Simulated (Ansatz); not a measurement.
Reaction (cleavage of the Al–Ge bond): `[F][Al]([Cl])[GeH3]` + `O[Si](O)(O)O` → `O[Si](O)(O)[O][Al]([F])[Cl]` + GeH₄

Isolated molecules relaxed with PBE0-D4/def2-TZVP in Ansatz; ΔE leaves out vibrations. CCSD(T)/CBS is the MP2 limit (def2-TZVPP, def2-QZVPP) plus CCSD(T) − MP2 in def2-TZVPP, frozen cores. This one scheme is used for every species. DFT in def2-TZVPP. B3LYP here is the variant with VWN-RPA as its local correlation; programs differ in this. HSE06 is defined as in plane-wave codes. For Ge outer-core shells are correlated without core-valence functions, which leaves a few kJ/mol of doubt a bond. Scalar relativity is left out up to krypton. One conformer a species, not always the lowest.

`[F][Al]([Cl])[GeH3]`:

Z-matrix (Å, degrees):
```
Ge
Al 1 2.454
H 1 1.538 2 110.3
H 1 1.538 2 110.3 3 -119.0
H 1 1.536 2 111.2 3 120.5
Cl 2 2.087 1 123.3 3 -121.1
F 2 1.644 1 119.8 3 59.0
```

`O[Si](O)(O)O`:

Cartesian coordinates in Å:
```
O 1.287 -0.916 0.406
Si 0.000 0.000 0.000
O -1.003 -0.966 -0.849
O 0.315 1.286 -0.952
O -0.599 0.596 1.395
H 1.580 -1.556 -0.244
H -1.657 -0.530 -1.397
H 0.648 2.072 -0.515
H -0.571 0.015 2.157
```

`O[Si](O)(O)[O][Al]([F])[Cl]`:

Cartesian coordinates in Å:
```
O 0.493 1.320 -1.470
Si -0.467 0.427 -0.505
O -1.636 -0.174 -1.474
O -1.012 1.374 0.704
O 0.298 -0.787 0.241
Al 1.314 -1.375 1.424
F 1.016 -2.857 2.048
Cl 2.974 -0.339 2.093
H 0.531 1.064 -2.392
H -2.169 -0.894 -1.133
H -1.342 2.241 0.464
```

GeH₄:

```xyz
5

Ge    0.000    0.000    0.000
H     0.158   -0.097   -1.523
H     1.332    0.431    0.626
H    -0.409   -1.368    0.560
H    -1.082    1.035    0.337
```

| level | ΔE (kJ/mol) | difference from CCSD(T)/CBS |
| --- | --- | --- |
| LDA (SPW92) | -99.1 | 21.8 |
| revPBE-D4 | -103.7 | 17.2 |
| BLYP-D4 | -118.5 | 2.4 |
| PBE0-D4 | -107.7 | 13.2 |
| HSE06-D4 | -107.1 | 13.8 |
| CAM-B3LYP-D4 | -128.9 | -8.0 |
| PBE | -96.4 | 24.5 |
| B3LYP | -118.3 | 2.6 |
| HSE06 | -104.1 | 16.8 |
| LC-ωPBE | -116.5 | 4.4 |
| RPA@PBE/def2-TZVPP | -123.1 | -2.2 |
| CCSD/def2-SVP | -134.8 | -13.9 |
| CCSD(T)/def2-TZVPP | -123.6 | -2.7 |
| MP2/def2-QZVPP | -127.6 | -6.7 |
| HF/CBS(def2) | -145.0 | -24.1 |
| CCSD/CBS(def2) | -123.5 | -2.6 |
| CCSD(T)/CBS | -120.9 | 0 |

Largest T1 diagnostic among the species: 0.012.

From PBE to PBE0 (25 % exact exchange), in def2-TZVPP and without D4, ΔE moves by −8.2 kJ/mol. In def2-TZVPP, CCSD(T) changes the Hartree–Fock value by +18.1 kJ/mol (the triples alone add +2.6 kJ/mol) and MP2 by +13.6 kJ/mol. At CCSD(T), def2-SVP lies −11.7 kJ/mol from the extrapolated value and def2-TZVPP −2.7 kJ/mol.
